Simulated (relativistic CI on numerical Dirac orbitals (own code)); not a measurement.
# Slater and spin-orbit integrals, Ta²⁶⁺

Calculated at this level of theory: Dirac-Coulomb-Breit CI, separate exchange-only KLI orbitals for each configuration, a model potential for QED, unscaled Slater integrals (own radial code, finite nucleus).

Slater integrals F^k, G^k are unscaled and averaged over j, outside the closed core [Ar] 3d10; ζ comes from projecting the Hamiltonian with its Breit term on Σ l·s of the shell.

- 4s2 4p6 4d10 4f: ζ(4f) = 7538.3 cm⁻¹; <r>(4f) = 0.4509, <r^2>(4f) = 0.2331 (bohr units).
- 4s2 4p6 4d9 4f2: ζ(4d) = 46733, F^2(4f,4f) = 231670, F^4(4f,4f) = 150870, F^6(4f,4f) = 110280, F^2(4d,4f) = 215510, F^4(4d,4f) = 140570, G^1(4d,4f) = 232410, G^3(4d,4f) = 156770, G^5(4d,4f) = 114150, ζ(4f) = 7462.3 cm⁻¹; <r>(4d) = 0.4645, <r^2>(4d) = 0.2469, <r>(4f) = 0.4515, <r^2>(4f) = 0.2338 (bohr units).
- 4s2 4p6 4d10 5p: ζ(5p) = 135740 cm⁻¹; <r>(5p) = 0.8456, <r^2>(5p) = 0.7995 (bohr units).

Averages of the first 10 configurations, taken without configuration mixing, which lowers the lowest level and can move excited configurations by several eV; other configurations of the list can lie among them:

```csv
Configuration,Parity,States,Average energy above the lowest level (eV)
4s2 4p6 4d10 4f,odd,14,2.6
4s2 4p6 4d10 5s,even,2,127.4
4s2 4p6 4d9 4f2,even,910,207.1
4s2 4p6 4d10 5p,odd,6,186.5
4s2 4p5 4d10 4f2,odd,546,413.5
4s2 4p6 4d10 5d,even,10,266.0
4s2 4p6 4d9 4f 5s,odd,280,330.1
4s 4p6 4d10 4f2,even,182,566.2
4s2 4p6 4d9 5s2,even,10,463.5
4s2 4p6 4d10 5f,odd,14,348.6
```
